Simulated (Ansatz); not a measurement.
Harmonic frequencies (cm⁻¹) at PBE0-D4/def2-TZVP from Ansatz: 81, 144, 195, 227, 403, 500, 503, 593, 638, 666, 677, 773, 790, 820, 860, 919, 936, 942, 952, 962, 977, 1044, 1055, 1108, 1155, 1243, 1257, 1439, 1459, 2202, 2210, 2215, 2220, 2220, 3047, 3073, 3076, 3126, 3126.

Which molecule is it?
A. `C=C([SiH3])C[SiH3]`
B. `[SiH3]C1C[SiH2]C1`
C. `C[SiH2]/C=C/[SiH3]`
D. `C=C([SiH3])[SiH2]C`

B.
